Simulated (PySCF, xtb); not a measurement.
Complex: aminoborane (SMILES BN) (first 6 atoms) with H2O (SMILES O); geometry from B3LYP-D3(BJ)/def2-TZVP.
(charge 0, multiplicity 1):
| atom | x (Å) | y (Å) | z (Å) |
|---|---|---|---|
| B | 0.5618 | -0.4926 | -0.1492 |
| N | -0.5118 | 0.2576 | 0.2974 |
| H | 0.7441 | -0.6378 | -1.3199 |
| H | 1.2952 | -0.9858 | 0.6582 |
| H | -0.6978 | 0.4053 | 1.2812 |
| H | -1.1661 | 0.7046 | -0.3237 |
| O | -0.1924 | 0.1566 | 3.3144 |
| H | 0.7599 | 0.1767 | 3.1646 |
| H | -0.3897 | -0.7570 | 3.5488 |

Counterpoise-corrected where a basis set is named; no monomer relaxation. Rows marked so take none.

Rows in 6-31G* carry no dispersion term and start afresh at each structure (6-31G* with six Cartesian d functions).

The values were computed with PySCF for 6-31G* rows; xtb for the GFN methods. 

What interaction energy does M06-2X/6-31G* (no counterpoise) give?

-7.0 kcal/mol

Predict the interaction energy from B3LYP/6-31G*.

-4.1 kcal/mol

What is the computed interaction energy (GFN1-xTB)?

-3.4 kcal/mol
